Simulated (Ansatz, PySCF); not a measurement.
Breaking a bond: SiH, doublet.

Levels of theory: UKS-B3LYP/3-21G = PySCF 2.14.0 with unrestricted B3LYP/3-21G; UHF/cc-pVTZ (Ansatz, a program for electronic structure); FCI = Ansatz with full CI/cc-pVTZ, frozen core.

Energies relative to the lowest point of each curve near equilibrium, in kJ/mol:

| R / Å | UKS-B3LYP/3-21G | UHF |
|---|---|---|
| 1.15 | 215.4 | 188.5 |
| 1.22 | 131.0 | 109.3 |
| 1.28 | 80.2 | 63.0 |
| 1.45 | 9.3 | 3.8 |
| 1.59 | 0.0 | 3.5 |
| 1.78 | 21.2 | 37.1 |
| 1.91 | 46.4 | 71.0 |
| 2.31 | 140.0 | 166.8 |
| 3.40 | 295.5 | 214.5 |
| 3.78 | 306.1 | 216.0 |
| 4.62 | 312.9 | 216.9 |
| 6.11 | 313.8 | 217.0 |

Estimate the FCI values at these points.

1.15: 191.2; 1.22: 112.1; 1.28: 65.6; 1.45: 5.0; 1.59: 2.4; 1.78: 31.2; 1.91: 60.6; 2.31: 156.8; 3.40: 285.9; 3.78: 294.0; 4.62: 298.3; 6.11: 298.9 (kJ/mol).

The unrestricted determinant behind UKS-B3LYP/3-21G is spin-contaminated at 2.52 to 6.11 Å (<S²> up to 1.8, against 0.75 for a pure doublet). The unrestricted determinant behind UHF is spin-contaminated at 1.15 to 1.28, 2.31 to 6.11 Å (<S²> up to 1.8, against 0.75 for a pure doublet).
